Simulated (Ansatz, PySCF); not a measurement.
This triplet is an excited state, 0.92 eV above the relaxed singlet at the level B3LYP/cc-pVTZ // PBE0-D3(BJ)/def2-TZVP (Ansatz, a first-principles code).

Z-matrix (Å, degrees):
```
Ge
C 1 1.9202
C 2 1.3374 1 123.72
H 3 1.0861 2 122.48 1 0.02
H 3 1.0865 4 116.17 2 179.98
H 2 1.0868 3 119.35 4 179.99
Si 1 2.3726 2 121.47 6 179.97
H 7 1.4840 1 106.74 2 178.76
H 7 1.4889 8 109.45 1 -120.64
H 7 1.4890 8 109.49 9 -118.90
```
Charge 0, spin multiplicity 3.

Q: What dipole moment, total energy and highest occupied spin orbital does PBE0-D3(BJ)/def2-TZVP run with PySCF 2.14.0 give?

A: 
```yaml
dipole_moment: 0.47 D
total_energy: -2445.7818 Ha
highest_occupied_spin_orbital: -5.15 eV
```
